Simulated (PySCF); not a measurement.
C4H5BO, SMILES B1(COC1)C#C. Atoms are numbered in the order given.

```xyz
11

C      0.0000     0.0000     2.8969
C      0.0000     0.0000     1.6726
B      0.0000     0.0000     0.1682
C      0.0000     1.0619    -1.0015
O      0.0000     0.0000    -1.9836
C      0.0000    -1.0619    -1.0015
H      0.0000     0.0000     3.9728
H     -0.8919     1.7155    -1.0860
H      0.8919     1.7155    -1.0860
H      0.8919    -1.7155    -1.0860
H     -0.8919    -1.7155    -1.0860
```

The structure is a stationary point at r2SCAN-D4/def2-SVP. This is a generated structure with no PubChem entry under its InChIKey; it may be hypothetical.

Method: TDDFT-B3LYP/def2-SVPD run with PySCF.

Vertical excitations. The molecule is in vacuum. State labels are in the subgroup C2v.

Computed UV-visible absorptions:
| state | symmetry | energy (eV) | λ (nm) | f | main pairs |
|---|---|---|---|---|---|
| S1 | A1 | 3.91 | 317 | 0.027 | HOMO→LUMO 99 % |
| S2 | A2 | 3.96 | 313 | 0.000 | HOMO−1→LUMO 99 % |
| S3 | B1 | 4.97 | 249 | 0.002 | HOMO−2→LUMO 99 % |
| S4 | A2 | 5.50 | 226 | 0.000 | HOMO−4→LUMO 98 % |
| S5 | A1 | 5.53 | 224 | 0.033 | HOMO−3→LUMO 75 %, HOMO−1→LUMO+1 21 % |
| S6 | A2 | 6.13 | 202 | 0.000 | HOMO→LUMO+1 97 % |
| S7 | B1 | 6.43 | 193 | 0.012 | HOMO→LUMO+2 94 % |
| S8 | A2 | 6.94 | 179 | 0.000 | HOMO−3→LUMO+1 95 % |
| S9 | B1 | 7.00 | 177 | 0.001 | HOMO→LUMO+3 65 %, HOMO→LUMO+4 28 % |
| S10 | B2 | 7.05 | 176 | 0.056 | HOMO−1→LUMO+2 99 % |
| T1 | A1 | 3.63 | 342 | 0 | HOMO→LUMO 95 % |
| T2 | A2 | 3.63 | 342 | 0 | HOMO−1→LUMO 98 % |
| T3 | A1 | 4.19 | 296 | 0 | HOMO−3→LUMO 90 % |
| T4 | B1 | 4.67 | 266 | 0 | HOMO−2→LUMO 98 % |
Triplets are in the Tamm–Dancoff approximation, which puts them higher than full response would, so one can lie above its singlet here.
